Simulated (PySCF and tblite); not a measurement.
Results of a calculation; reference values are marked as such.
C₆H₄OS₃, numbered as in [OH:1][c:2]1[cH:3][c:4]2[s:5][cH:6][c:7]([SH:8])[c:9]2[s:10]1.

The ensemble was built from 90 distance-geometry starts (ETKDG and KDG, MMFF94s, GFN2-xTB) and rests on GFN2-xTB geometries. Free energies are PBE0-D3(BJ)/def2-SVP (IEF-PCM, benzene) single points with GFN2-xTB rigid-rotor and vibrational terms (modes under about 100 cm⁻¹ blended into free rotors). Symmetry numbers and mirror images are counted. Conformers within 2.5 kcal/mol (GFN2-xTB free energy) were kept, 4 at most. GIAO shieldings: wB97X-D/pcSseg-1 (IEF-PCM, benzene). Shifts are against TMS (¹H), TMS (¹³C) at the same level. Run with PySCF (density fitting) and tblite.

Torsions listed: H1–O1–C2–S10, C6–C7–S8–H8.

```
conformer       shape  symmetry  E(GFN2) kcal/mol  E(DFT) kcal/mol
        1    180°, 0°        Cs              1.20             0.00
        2  180°, 180°        Cs              0.54             0.13
        3      0°, 0°        Cs              0.22             0.59
        4    0°, 180°        Cs              0.00             0.89
```

How much do the weights at 298.15 K and the averaged shift of C9 depend on how the conformers are weighted?


```tsv
weighting	1 (%)	2 (%)	3 (%)	4 (%)	δ (ppm)	rms dipole (D)
DFT energy with thermal terms, symmetry and mirror images (full scheme)	38	34	16	13	132.1	2.41
DFT energy with symmetry and mirror images	42	33	16	9	132.1	2.40
bare DFT energy	42	33	16	9	132.1	2.40
GFN2-xTB energy with symmetry and mirror images	6	18	31	45	131.0	2.20
GFN2-xTB free energy	5	16	27	53	131.0	2.25
leading conformer alone	100	0	0	0	131.9	2.35
equal weights	25	25	25	25	131.5	2.27
full scheme, search stopped after three starts	45	40	0	15	132.7	2.60
```

The largest departure from the full scheme, 1.1 ppm, comes with: GFN2-xTB energy with symmetry and mirror images.

The minima are those of GFN2-xTB; planar forms about aryl–S or allylic bonds may be saddles in DFT. Other tautomers (keto or thione forms) aren't considered and may dominate.
